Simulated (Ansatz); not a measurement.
Program: Ansatz. Geometries: PBE0-D4/def2-TZVP. ΔE: electronic, gas phase. CBS: MP2 limit from def2 TZ/QZ plus the TZ coupled-cluster correction, frozen cores. Functionals use def2-TZVPP. B3LYP here is the variant with VWN-RPA as its local correlation; programs differ in this. For Ge outer-core shells are correlated without core-valence functions, which leaves a few kJ/mol of doubt a bond. Scalar relativity is left out up to krypton. One conformer a species, not always the lowest.

`O[SiH2]O[SiH](Cl)Cl` + `[OH][GeH3]` → `Cl[SiH](Cl)[O][GeH3]` + `O[SiH2]O`  (ligand exchange at the Si–O bond)

`O[SiH2]O[SiH](Cl)Cl`:

```xyz
10

O     0.947    1.673    1.146
Si    0.065    0.326    1.416
O    -0.795   -0.110    0.078
Si   -0.648   -0.622   -1.438
Cl    1.139    0.026   -2.205
Cl   -0.669   -2.656   -1.505
H     1.680    1.621    0.529
H     0.929   -0.823    1.780
H    -0.908    0.670    2.469
H    -1.740   -0.104   -2.271
```

`[OH][GeH3]`:

Cartesian coordinates in Å:
```
O -1.338 0.168 -0.256
Ge 0.412 -0.128 -0.086
H -1.715 0.603 0.511
H 0.808 -0.818 -1.394
H 0.676 -1.034 1.132
H 1.156 1.210 0.093
```

`Cl[SiH](Cl)[O][GeH3]`:

Cartesian coordinates in Å:
```
Cl 0.199 2.302 -1.191
Si 1.194 0.953 -0.014
Cl 1.056 1.607 1.918
O 0.550 -0.507 -0.169
Ge -1.104 -1.188 -0.054
H 2.609 0.928 -0.408
H -1.923 -0.296 0.888
H -1.674 -1.200 -1.476
H -0.909 -2.599 0.505
```

`O[SiH2]O`:

Z-matrix (Å, degrees):
```
Si
O 1 1.642
O 1 1.642 2 113.5
H 1 1.481 2 111.5 3 116.9
H 1 1.481 2 103.8 3 -121.2
H 2 0.958 1 117.7 3 -66.0
H 3 0.958 1 117.7 2 -66.0
```

```tsv
level	ΔE (kJ/mol)
r2SCAN-D4	-5.4
PBE0-D4	-5.7
ωB97X-V	-6.4
B2PLYP	-7.0
r2SCAN	-5.9
B3LYP	-6.2
MP2/def2-TZVPP	-8.1
CCSD/def2-TZVPP	-7.1
```

**Question.** What does CCSD(T)/CBS give? (Best estimate.)

**Answer.** Computed: -6.7 kJ/mol. The listed levels differ from it by 1.3, 1.0, 0.3, -0.3, 0.8, 0.5, -1.4, -0.4 kJ/mol.

Largest T1 diagnostic among the species: 0.011.
